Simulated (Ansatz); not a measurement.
```xyz
10

F    -0.116   -0.384   -2.027
C    -0.849   -0.155   -0.918
I    -0.872    2.057   -0.593
C    -0.239   -0.757    0.299
Ga    1.232    0.485    0.900
H    -1.894   -0.373   -1.139
H    -0.993   -0.807    1.087
H     0.082   -1.775    0.057
H     2.462    0.702   -0.045
H     1.187    1.005    2.378
```

Total charge 0; spin multiplicity 1. I: def2 effective core potential.

Question: List the r2SCAN/def2-TZVPP orbital energies in eV (Ansatz). (Best estimate.)

Answer: The calculation gave: Occupied: -10121.91, -1244.12, -1100.56, -1100.45, -1100.44, -667.13, -277.16, -273.24, -184.94, -147.68, -131.04, -130.82, -130.77, -100.65, -100.33, -100.31, -50.81, -50.76, -50.71, -50.54, -50.53, -32.86, -20.89, -20.25, -20.10, -20.08, -19.97, -19.88, -18.19, -16.33, -13.95, -12.72, -12.34, -11.13, -10.43, -9.63, -8.63, -7.49, -7.32, -7.04, -6.82. Lowest empty: -2.55, -1.25, 0.92, 1.07, 1.60, 1.82, 2.62, 2.73.
